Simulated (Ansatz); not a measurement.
Input file for Ansatz (a program for electronic structure): R-CCSD(T)/cc-pVDZ on CH5BO2 (SMILES COBO).

Ansatz 0.2 input:
```yaml
crystal:
  periodic: [false, false, false]
  atoms:
    - {symbol: C, position_ang: [-1.32464635, 0.34491378, -0.07348849]}
    - {symbol: O, position_ang: [0.08359637, 0.52245792, -0.00274244]}
    - {symbol: B, position_ang: [0.95231146, -0.51781969, -0.09327618]}
    - {symbol: O, position_ang: [2.28996722, -0.28624105, -0.01892478]}
    - {symbol: H, position_ang: [-1.71311523, 0.91852506, -0.91602549]}
    - {symbol: H, position_ang: [-1.58800076, -0.70705924, -0.20222579]}
    - {symbol: H, position_ang: [-1.77620862, 0.71866028, 0.84638725]}
    - {symbol: H, position_ang: [0.57701242, -1.64208940, -0.23761321]}
    - {symbol: H, position_ang: [2.49908348, 0.64865235, 0.09747630]}
basis:
  gaussian:
    orbitals: cc-pVDZ
magnetization: {spin_polarized: false}
correlation: {method: ccsd_t, electrons: outside_noble_gas}
scf: {lower_state_search: off}
```

Program output:

```
WARN ansatz: RAYON_NUM_THREADS=1 ignored (pool sized by the plan → 1); use --threads N
Functional definition: HF
these checks for a lower state are left out or cut short: stability, starts, cluster_reference, orbital_swaps, neighbouring_geometries, increment
integrals: 0.06 GiB planned
732 factors; integrals over basis functions are off by at most 1.3e-3 eV
mean field: 0.15 GiB planned
mean field evaluation 1: about -5855.6265 eV, gradient 3.7e1 eV
mean field evaluation 2: about -5855.6292 eV, gradient 3.7e1 eV
mean field evaluation 4: about -5858.4575 eV, gradient 3.1e0 eV
mean field evaluation 8: about -5858.4875 eV, gradient 1.3e-1 eV
mean field -5858.48757242 eV, -215.2954472610 hartree, gradient 1.0e-6 eV, S^2 0.000000; 0 other end points of the search recorded, 0 dependent functions left out
4 core orbitals not correlated
reference -5858.48757242 eV, -215.2954472610 hartree; 12, 12 occupied and 65, 65 virtual orbitals, 732 factors
second order -16.31345315 eV of doubles, -0.00000000 eV of singles
coupled cluster: 0.23 GiB planned
cycle   1  -16.72587085 eV  change   -4.1e-1 eV  update   9.3e-2
cycle   2  -17.14291572 eV  change   -4.2e-1 eV  update   2.6e-2
cycle   3  -17.25229478 eV  change   -1.1e-1 eV  update   1.5e-2
cycle   4  -17.24430779 eV  change    8.0e-3 eV  update   3.6e-3
cycle   5  -17.24371043 eV  change    6.0e-4 eV  update   1.3e-3
cycle   6  -17.24391175 eV  change   -2.0e-4 eV  update   3.8e-4
cycle   7  -17.24365774 eV  change    2.5e-4 eV  update   1.1e-4
cycle   8  -17.24359343 eV  change    6.4e-5 eV  update   3.4e-5
cycle   9  -17.24359681 eV  change   -3.4e-6 eV  update   1.1e-5
perturbative correction -0.42704084 eV, -0.0156934615 hartree
Total energy: -5876.15821007 eV, -215.9448312171 hartree
Checks for a lower state left out: stability, starts, cluster_reference, orbital_swaps, neighbouring_geometries, increment
```

Self-consistency was reached.

Cost: about 4 core-seconds (a rough figure).
